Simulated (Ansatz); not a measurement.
Born–Oppenheimer molecular dynamics of Cl₄Si (5 atoms, charge 0, multiplicity 1). It starts from a relaxed structure.

These are results of RKS r2SCAN-D4/STO-3G in Ansatz 0.2.0, not measurements.

* ensemble: NVE (velocity Verlet)
* time step: 2 fs
* steps asked: 250
* starting velocities drawn for: 700 K
* seed: 463815

First frame:

```xyz
5
Properties=species:S:1:pos:R:3
Si 0.001 0.000 0.000
Cl 0.000 0.000 2.092
Cl 1.973 0.000 -0.697
Cl -0.986 1.708 -0.697
Cl -0.986 -1.708 -0.697
```

Task: How far do the bonds stretch over the last three quarters of this one trajectory? (Pairs bonded in most of those frames.)

Result: 
| bond | mean (Å) | spread (Å) | shortest | longest |
| --- | --- | --- | --- | --- |
| Si1–Cl2 | 2.099 | 0.046 | 2.02 | 2.19 |
| Si1–Cl3 | 2.100 | 0.046 | 2.01 | 2.19 |
| Si1–Cl4 | 2.102 | 0.065 | 1.99 | 2.23 |
| Si1–Cl5 | 2.096 | 0.026 | 2.05 | 2.15 |

Mean temperature of the second half: 351 K. The conserved energy stayed within 0.45 meV per atom of its start (net change 0.33 meV per atom), so the integration is sound. Over the second half the temperature averaged 0.50 of the 700 K drawn at the start: a run that starts near a minimum puts about half its kinetic energy into the potential. A run of 0.5 ps of so small a system gives no equilibrium averages. Limits of this set-up: minimal basis.

The run took 14 min on 1 thread of Arm Neoverse V1, with other jobs on the host, peak memory 0.11 GiB.
